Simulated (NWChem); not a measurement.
# toluene (C₇H₈); SMILES Cc1ccccc1

Results from NWChem. All runs use the structure optimised with PBE0/def2-SVP. Level: M06-2X/def2-SVP with SMD (1 M gas to 1 M solution), gas-phase geometry.

```
solvent             dielectric constant  solvation free energy (kcal/mol)  cavity-dispersion-structure term (kcal/mol)  dipole in solution (D)
------------------  -------------------  --------------------------------  -------------------------------------------  ----------------------
water                              78.4                              -0.7                                          3.2                    0.57
dimethyl sulfoxide                 46.8                              -3.8                                          0.0                    0.57
cyclohexanone                      15.6                                 ?                                            ?                    0.56
benzene                            2.27                              -6.0                                         -3.9                    0.48
ethyl acetate                      5.99                              -5.6                                         -2.4                    0.53
```

What belongs in the gaps?


- cyclohexanone, solvation free energy (kcal/mol): -5.2
- cyclohexanone, cavity-dispersion-structure term (kcal/mol): -1.5
